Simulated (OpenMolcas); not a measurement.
An OpenMolcas run meant for Ge2+ (ANO-R1, X2C; inactive shells 1s 2s 2p 3s 3p 3d; intended active space 2 electrons in 4 orbitals (4s 4p)). One step of its input:

```
&RASSCF
FileOrb=start.orb
Symmetry=1
Spin=3
nActEl=2 0 0
Inactive=8 6
Ras2=1 3
CIRoot=7 7 1
SDav=3
CIMx=300
Iter=50 100
PrWF=0.3
OrbListing=Nothing
MaxOrb=0
Atom
CIOnly
>>> COPY $Project.JobIph JOB001
```

Lines from the output:

```
...
      Number of secondary orbitals              21
      Spin quantum number                      1.0
      State symmetry                             1
Orbital specifications:
      -----------------------

      Symmetry species                           1   2
                                                ag  au
      Frozen orbitals                            0   0
      Inactive orbitals                          8   6
      Active orbitals                            1   3
      RAS1 orbitals                              0   0
      RAS2 orbitals                              1   3
      RAS3 orbitals                              0   0
      Secondary orbitals                        11  10
      Deleted orbitals                           0   0
      Number of basis functions                 20  19
      Number of CSFs                             3
      Number of root(s) required                 7
 ************ ERROR ***********
  You can't ask for more roots
  than there are configurations
 ******************************
--- Stop Module: rasscf at  /rc=_RC_INPUT_ERROR_ ---
.####################.
.# User input error #.
.####################.
```

Question: What is wrong with the input?

Answer: CIRoot asks for more roots than the active space has configuration state functions.
